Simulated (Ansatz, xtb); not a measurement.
C6H5Cl2F: which of two isomers lies lower

Structure I is `F/C(Cl)=C1/CC=C(Cl)C1`, a singlet and structure II is `F[C@]1(Cl)C=CC(Cl)=CC1`, a singlet. Both are isolated molecules in the gas phase, relaxed with B3LYP-D3(BJ)/def2-SVP; the shapes shown needn't be the lowest conformers.

I (Å):

| atom | x (Å) | y (Å) | z (Å) |
| --- | --- | --- | --- |
| C | -1.6385 | 0.9622 | -0.4471 |
| C | -0.8423 | 0.3545 | 0.4290 |
| C | 0.6634 | 0.5290 | 0.5258 |
| C | 1.0337 | -0.3830 | 1.6694 |
| C | -0.0464 | -0.9933 | 2.1706 |
| C | -1.3347 | -0.6229 | 1.4804 |
| Cl | -1.0984 | 2.0789 | -1.6540 |
| Cl | -0.0668 | -2.1194 | 3.4877 |
| F | -2.9562 | 0.7621 | -0.4768 |
| H | 0.9442 | 1.5811 | 0.7189 |
| H | 1.1712 | 0.2508 | -0.4163 |
| H | 2.0528 | -0.5183 | 2.0316 |
| H | -2.0584 | -0.1711 | 2.1822 |
| H | -1.8339 | -1.5072 | 1.0454 |

II (Å):

```yaml
atoms:
  - { symbol: C, position_ang: [-1.1603, 1.5610, 0.2348] }
  - { symbol: C, position_ang: [-0.1878, 0.5193, 0.6872] }
  - { symbol: C, position_ang: [0.1817, 0.4482, 1.9780] }
  - { symbol: C, position_ang: [-0.4023, 1.3539, 2.9682] }
  - { symbol: C, position_ang: [-1.4714, 2.1162, 2.6807] }
  - { symbol: C, position_ang: [-2.1185, 2.0053, 1.3293] }
  - { symbol: Cl, position_ang: [-0.1874, 3.0100, -0.3498] }
  - { symbol: Cl, position_ang: [0.3498, 1.3833, 4.5436] }
  - { symbol: F, position_ang: [-1.8746, 1.1133, -0.8397] }
  - { symbol: H, position_ang: [0.2483, -0.1155, -0.0868] }
  - { symbol: H, position_ang: [0.9327, -0.2693, 2.3128] }
  - { symbol: H, position_ang: [-1.9192, 2.7630, 3.4364] }
  - { symbol: H, position_ang: [-2.9103, 1.2305, 1.3721] }
  - { symbol: H, position_ang: [-2.6046, 2.9433, 1.0274] }
```

Quicker runs give these differences E(II) − E(I): GFN2-xTB −0.7 kcal/mol; HF/STO-3G −0.8 kcal/mol (at GFN2-xTB geometries); r2SCAN-D4/def2-SVP −7.9 kcal/mol (at GFN2-xTB geometries).

Problem. Estimate E(II) − E(I) at the level CCSD(T)/def2-SVP + ΔMP2/def2-TZVPP.

Solution. Calculated at CCSD(T)/def2-SVP + ΔMP2/def2-TZVPP: E(II) − E(I) = −8.2 kcal/mol, so structure II lies lower.

How the difference moves with the method:

```csv
level,geometry,E(II) − E(I) (kcal/mol),departure from the last row (kcal/mol),"job, with rough time for the two"
GFN2-xTB,GFN2-xTB,−0.7,+7.5,"optimisation, 0.2 s"
HF/STO-3G,GFN2-xTB,−0.8,+7.4,"single point, 0.6 s"
r2SCAN-D4/def2-SVP,GFN2-xTB,−7.9,+0.3,"single point, 5.6 s"
B3LYP-D3(BJ)/def2-SVP,B3LYP-D3(BJ)/def2-SVP,−8.3,0.0,"optimisation, 48 s"
HF/def2-SVP,B3LYP-D3(BJ)/def2-SVP,−7.8,+0.4,part of the CCSD(T) run
MP2/def2-SVP,B3LYP-D3(BJ)/def2-SVP,−7.8,+0.4,part of the CCSD(T) run
CCSD(T)/def2-SVP,B3LYP-D3(BJ)/def2-SVP,−7.7,+0.5,single point
CCSD(T)/def2-SVP + ΔMP2/def2-TZVPP,B3LYP-D3(BJ)/def2-SVP,−8.2,,"single point, 2.7 min"
```

As drawn, both hold the same kinds of bond in the same numbers. Structure I has a 5-membered ring, II a 6-membered ring.

The levels shown agree on the order. The largest departure from CCSD(T)/def2-SVP + ΔMP2/def2-TZVPP is that of GFN2-xTB, 7.5 kcal/mol. The last row adds to CCSD(T) the change of the MP2 difference between the two basis sets, here −0.5 kcal/mol.

With thermal terms from frequencies at re-optimised GFN2-xTB minima (ideal gas, soft modes damped towards free rotors, one conformer each, 298.15 K, 1 atm): on the last row, ΔE + ΔZPE = −8.2, ΔH = −8.5, ΔG = −7.7 kcal/mol.

The correlated steps freeze 17 core orbitals. Mirror images aren't counted in ΔG. Codes used: Ansatz 0.2.0, xtb 6.7.1; the last row on 4 threads of Arm Neoverse V1 on a shared host.
